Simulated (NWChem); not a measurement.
Correlation energy of Mg

```xyz
1

Mg     0.0000     0.0000     0.0000
```
Charge 0, spin multiplicity 1.

Everything below was run with NWChem.

Basis set: def2-SVP. Each correlation energy counts from its own Hartree-Fock reference.

The correlated methods keep 5 core orbitals frozen. No row is a measurement; the coupled-cluster row has its own basis-set and correlation limits.

**Question.** Order these methods by the correlation energy they give, lowest first: CCSD, SCS-MP2, MP2.

**Answer.** CCSD (-31.9 mHa), SCS-MP2 (-24.1 mHa), MP2 (-20.1 mHa)
